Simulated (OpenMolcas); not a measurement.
**Ta III: effect of the IPEA shift**

```yaml
Program: OpenMolcas 26.06
Basis: ANO-RCC-VTZP [8s7p5d3f2g1h]
Scalar_Hamiltonian: DKH2, point nucleus
Active_space: 3 electrons in 10 orbitals (5d 6d)
State_averaging: 2S+1 = 4 even, 10 roots; 2S+1 = 2 even, 40 roots
Spin-orbit_coupling: RASSI with atomic mean-field integrals over the reference wave functions, term energies averaged over their components
```

Methods on the same reference wave functions:
A. CASSCF
B. MS-CASPT2, IPEA 0 Eh, imaginary shift 0.1 Eh (closed shells correlated: 5s 5p)
C. MS-CASPT2, IPEA 0.25 Eh, imaginary shift 0.1 Eh (closed shells correlated: 5s 5p)

Energies in cm⁻¹ above 5d³ ⁴F_3/2.

| Level | A | B | C |
| --- | --- | --- | --- |
| 5d³ ⁴F_3/2 | 0.0 | 0.0 | 0.0 |
| 5d³ ⁴F_5/2 | 2353 | 2580 | 2600 |
| 5d³ ⁴F_7/2 | 4840 | 5040 | 5070 |
| 5d³ ⁴F_9/2 | 7185 | 7180 | 7210 |
| 5d³ ⁴P_1/2 [52 %] | 12269 | 10350 | 9940 |
| 5d³ ²G_7/2 | 14297 | 12480 | 12540 |
| 5d³ ⁴P_5/2 | 15794 | 14400 | 14500 |
| 5d³ ²P_1/2 [52 %] | 18967 | 15640 | 15030 |
| 5d³ ²H_11/2 | 20207 | 19090 | 19180 |
| 5d³ ²D_5/2(1) | 22076 | 18890 | 18920 |
| 5d³ ²F_7/2 | 28780 | 24330 | 24590 |
| 5d³ ²F_5/2 | 29035 | 24480 | 24770 |
| 5d³ ²D_5/2(2) | 42960 | 36870 | 37260 |
| 5d³ ²D_3/2(2) | 43135 | 37180 | 37680 |

Between B and C the level of the table that moves most is 5d³ ²P_1/2 [52 %], by 610 cm-1 (lowest in C, highest in B). Moves below CASPT2's spread within the term are not significant.

From A to B the spin-free energies of the other terms of 5d³ shown, above ⁴F, scale by factors of 0.68 to 0.90.

The lowest spin-free term lies below A's lowest term by 0.246 hartree in B, 0.240 hartree in C.

CASPT2 does not keep the components of a term degenerate, so their means are used; among the terms shown or strongly mixed into the levels shown the widest spread is 590 cm-1 (5d³ ⁴F, B). Active for correlation alone: 6d; no level in the range computed is led by a configuration that fills it, so any true level of that kind is missing. The CASPT2 spread within a term exceeds the gap to the next term for 5d³ ²G and 5d³ ⁴P, so the order of their levels is uncertain (figures for B; the like holds for C). Without dynamic correlation excited terms often stand tens of per cent too high (terms of higher spin than the ground term too low), and those without a measured partner can miss by more than the paired ones (holds for A). Levels of configurations outside the active space are missing. Levels that lie high or do not pair safely by name in every column are left out.

A share in square brackets marks a mixed level and gives the weight of the term that names it, the lowest over the columns. A number in round brackets counts repeated terms of one configuration in the order of the reference energies.
